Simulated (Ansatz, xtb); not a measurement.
**Relaxing a trial structure of CH5GeS**

The starting geometry of this gas-phase doublet was built from a drawn formula by distance geometry and a force field; its bonds are those of `[CH2]1[SH][GeH2]1`.

| atom | x (Å) | y (Å) | z (Å) |
| --- | --- | --- | --- |
| C | 0.6708 | 1.0279 | -0.7167 |
| Ge | 0.4374 | 0.4287 | 1.0448 |
| S | -0.3642 | -0.3870 | -0.8748 |
| H | 1.7117 | 0.8533 | -1.1265 |
| H | 0.1565 | 1.9848 | -0.9793 |
| H | 0.3838 | -1.4249 | -1.2408 |
| H | -0.7449 | 1.1013 | 1.8778 |
| H | 1.4733 | -0.5256 | 1.6097 |

Task: Predict what becomes of its bonds when it is optimised with r2SCAN-D4/def2-SVP.

Result: A bond breaks, leaving `S[CH2][GeH2]`. Contacts that open: Ge2–S3 (2.23 → 3.11 Å).

The energy falls by 2.68 eV over 11 steps:

```tsv
step	E − E(last) (eV)
1	2.677
2	1.335
3	0.567
4	0.148
5	0.059
7	0.013
8	0.002
9	0.001
10	0.000
11	0.000
```

Final geometry (Å):

```xyz
8

C     0.6390    0.9449   -0.6892
Ge    0.7488    0.8034    1.2824
S    -0.4357   -0.3824   -1.3373
H     1.6277    0.9294   -1.1710
H     0.1438    1.8876   -0.9672
H     0.3608   -1.4174   -0.9852
H    -0.6864    0.8899    1.8504
H     1.3264   -0.5969    1.6116
```

From the same start GFN2-xTB reaches the same bonding as this run.

No frequencies were run, so the end isn't proven a minimum. Open shells are spin-unrestricted. Run with Ansatz 0.2.0, 65 s on 2 threads of Arm Neoverse V2, on a shared host.
